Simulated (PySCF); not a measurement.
# CoH₃: fields on a plane

Level of theory: UBP86/[Co def2-TZVP, H def2-TZVP], no relativity, density fitting, PySCF.

The triplet minimum has Co–H 1.539 Å, Co–H 1.667 Å (×2), H–H 0.844 Å; Co–H–H 75.3° (×2), H–Co–H 29.3°, H–Co–H 165.3° (×2).

The plane holds Co1 at (0.00, 0.00), H2 at (1.67, 0.00), H3 at (-1.49, 0.39), H4 at (1.45, -0.82) Å. Columns run from x = -3.45 to 4.05 Å, rows from y = 2.55 (top) to -2.85 Å, in steps of 0.3 Å. Other isomers or separated fragments may lie lower.

Problem. Give the electrostatic potential (V) (cut at 20 V). Lower edges of the bins (V): '0' -1.26, '1' -1.13, '2' -0.94, '3' -0.62, '4' -0.12, '5' 0.67, '6' 1.93, '7' 3.92, '8' 7.07, '9' 12.07; top 20.0.

Solution. 
```
33322222333444444444444444
32222222233444444444444444
22211111233444444444444444
22110000134555555444444444
22100112245666555555544444
21102355557787665555554444
21013688779999876666555444
21014799899999988886655444
21014799899999989997655444
21002467799999989997655444
21100135799999989987655444
22100024679999899986555444
22211123567887789986555444
32222233456666678766554444
33333333455555566665554444
33333334444555555555544444
33333334444444455555444444
33333334444444444444444444
33333344444444444444444444
```

Problem. Give the electron localisation function (set to 0 where the density is under 0.005 e/Å³). Lower edges of the bins: '_' 0.000, '.' 0.100, ':' 0.200, '-' 0.300, '=' 0.400, '+' 0.500, '*' 0.600, '#' 0.700, '%' 0.800, '@' 0.900; top 1.00, each point printed twice.

Solution. 
```
____________________________________________________
________________::::..______________________________
__________####**++--......__________________________
______**@@@@@@%%**--::............__________________
______@@@@@@@@@@##==::....::::::::::--::____________
____%%@@@@@@@@@@%%==::::::::::--==**####==__________
____@@@@@@@@@@@@@@--::--==------**%%@@@@%%==________
____@@@@@@@@@@@@@@::==%%%%**----%%@@@@@@@@**________
____@@@@@@@@@@@@##..++..::##::::@@@@@@@@@@##________
____@@@@@@@@@@@@==::##::..**..--@@@@@@@@@@##::______
____##@@@@@@@@##::::**%%%%==..**@@@@@@@@@@**________
______%%@@%%##++::..::====::::@@@@@@@@@@%%==________
________****++--::..::::----++@@@@@@@@@@%%--________
__________----::......::::--++%%@@@@@@@@**::________
____________..........::::::==##@@@@@@%%==__________
____________________........::++##%%##==____________
____________________________....::--________________
____________________________________________________
____________________________________________________
```

Open d and f shells are described by one determinant, and the ground state may have another occupation or spin.
